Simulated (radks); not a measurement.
Re LXIII, configuration [Ne] 3s2 3p1 (the NIST ground configuration). Method: non-relativistic Kohn-Sham, LDA (Slater exchange, Perdew-Wang correlation), spin-unpolarised, spherical densities, point nucleus; relativity is left out, which matters for an element this heavy; computed with a radial shooting solver on a logarithmic mesh with Libxc functionals.

Unscreened Slater integrals over Kohn-Sham orbitals (cm^-1).

\begin{tabular}{lr}
integral & value \\ \hline
F0(3p,3p) & 1064500 \\
F2(3p,3p) & 535200 \\
F0(3p,3s) & 1029000 \\
G1(3p,3s) & 649120 \\
F0(3p,2p) & 1399200 \\
F2(3p,2p) & 371040 \\
G0(3p,2p) & 144630 \\
G2(3p,2p) & 162340 \\
F0(3p,2s) & 1346900 \\
G1(3p,2s) & 119280 \\
F0(3s,3s) & 1000600 \\
F0(3s,2p) & 1309400 \\
G1(3s,2p) & 139100 \\
F0(3s,2s) & 1273700 \\
G0(3s,2s) & 109980 \\
F0(2p,2p) & 2811200 \\
F2(2p,2p) & 1350800 \\
F0(2p,2s) & 2529800 \\
G1(2p,2s) & 1401400 \\
F0(2s,2s) & 2357000 \\
\end{tabular}

Derived for the open shells (J is the average intra-shell exchange parameter used in DFT+U). 3p: J = F2/5 = 107000 cm^-1.
